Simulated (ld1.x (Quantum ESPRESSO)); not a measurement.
**Before and after: TM potential for magnesium (Mg)**

* Element: magnesium (Mg)
* Generator: ld1.x (Quantum ESPRESSO) 7.5
* Type: norm-conserving Troullier–Martins (Kleinman–Bylander form)
* Functional: PW91
* Relativity: scalar-relativistic
* Frozen core: [Ne]
* Valence charge: 2
* Reference configuration: 3s2 3p0
* Partial waves: 3s (bound): rc 2.25 bohr; 3p (bound, empty): rc 3.85 bohr
* Local potential: all-electron potential smoothed inside 1.70 bohr (lloc = -1)
* Core correction: none

Change: local potential the s channel.

Cutoffs: the cutoffs (Ry, on a coarse ladder) from which the occupation-weighted sum of valence levels, in a spherical-Bessel basis at the reference potential, stays within 10 and 1 mRy of its value at 400 Ry; they do not see the model core or the augmentation charge, which bear on the density cutoff. Errors are all-electron minus pseudo energies relative to the spin-unpolarised reference configuration.

How do hardness, ghosts and transferability respond?

The potential gets harder (6 Ry and 18 Ry → 8 Ry and 18 Ry); of the 5 tests that both files solve, the error grows in 3 and shrinks in 2 by more than 15 % and 0.3 meV (median size 10.6 → 11.8 meV); neither file shows a bound ghost.

| quantity | base | changed |
| --- | --- | --- |
| cutoff, loose | 6 Ry | 8 Ry |
| cutoff, tight | 18 Ry | 18 Ry |
| bound ghosts | none | none |
| error for 3s1 3p0, meV [ΔE 7.99 eV] | +11 | +7.2 |
| error for 3s1.5 3p0, meV [ΔE 3.16 eV] | +1.5 | +0.6 |
| error for 3s1 3p1, meV [ΔE 3.49 eV] | +10 | +12 |
| error for 3s0 3p2, meV [ΔE 7.18 eV] | +59 | +70 |
| error for 3s0 3p1, meV [ΔE 12.35 eV] | +94 | +146 |
| s: phases at 4.20 bohr within 0.05 rad from the reference energy up to (Ry; the scan ends near 5) | 0.6 | 0.8 |
| p: phases at 4.20 bohr within 0.05 rad from the reference energy up to (Ry; the scan ends near 5) | 1.0 | 0.4 |
